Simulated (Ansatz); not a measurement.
This geometry of H₃SeSn (5 atoms, charge -1, multiplicity 1) is a first-order saddle point.

Theory: RKS PBE0/def2-SVP in Ansatz.

```xyz
5
Properties=species:S:1:pos:R:3
Se -2.061 0.455 0.164
Sn 0.454 -0.073 -0.116
H -0.599 0.605 -1.360
H 0.789 -1.763 0.231
H 1.418 0.776 1.082
```

(1) Which two structures does it join? (They come from a converged band through this point; their orientation in space is the band's.)

(2) How far does it lie above each of them?

Answers

(1) Bonds broken: Sn2–H3. Bonds formed: Se1–H3.

Image 0:

```xyz
5
Properties=species:S:1:pos:R:3
Se -2.279 0.302 0.782
Sn 0.012 -0.002 -0.004
H 0.349 0.472 -1.665
H 0.648 -1.642 0.022
H 1.270 0.869 0.864
```

Image 8:

```xyz
5
Properties=species:S:1:pos:R:3
Se -1.571 0.485 -0.287
Sn 1.058 -0.213 -0.147
H -1.472 0.931 -1.687
H 0.700 -1.780 0.665
H 1.284 0.577 1.456
```

(2) 40.9 kcal/mol above the first and 42.6 kcal/mol above the second. This is the barrier of this one path; another mechanism may lie lower. The orbitals stay closed-shell, which can raise the energy where a bond breaks towards radicals; this wasn't checked here. Limits of this set-up: an anion without diffuse functions, the dipole of an ion depends on the origin.

Time of the run: 2.3 min on 1 thread of Arm Neoverse V1 (shared host), peak memory 0.25 GiB.
